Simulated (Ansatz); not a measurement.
Consider the ligand exchange at the Si–Se bond: `OC[SiH2][SeH]` + `BN` → `BN[SiH2]CO` + H₂Se.

Isolated molecules relaxed with PBE0-D4/def2-TZVP in Ansatz; ΔE leaves out vibrations. CCSD(T)/CBS adds triple-zeta CCSD(T) − MP2 to the extrapolated MP2 energy (def2 sets, frozen cores). This one scheme is used for every species. Functionals use def2-TZVPP. B3LYP here is the variant with VWN-RPA as its local correlation; programs differ in this. For Se outer-core shells are correlated without core-valence functions, which leaves a few kJ/mol of doubt a bond. Scalar relativity is left out up to krypton. Each species was taken in one conformer, which may not be the lowest.

| level | ΔE (kcal/mol) | difference from CCSD(T)/CBS |
| --- | --- | --- |
| r2SCAN-D4 | 5.7 | 0.3 |
| PBE0-D4 | 6.9 | 1.5 |
| B3LYP-D4 | 5.0 | -0.4 |
| r2SCAN | 5.8 | 0.4 |
| HF/def2-TZVPP | 3.9 | -1.5 |
| MP2/def2-TZVPP | 5.3 | -0.1 |
| CCSD/def2-TZVPP | 4.3 | -1.1 |
| HF/def2-QZVPP | 3.7 | -1.7 |
| MP2/def2-QZVPP | 5.8 | 0.4 |
| CCSD/CBS(def2) | 5.3 | -0.1 |
| CCSD(T)/CBS | 5.4 | 0 |

Largest T1 diagnostic among the species: 0.012.
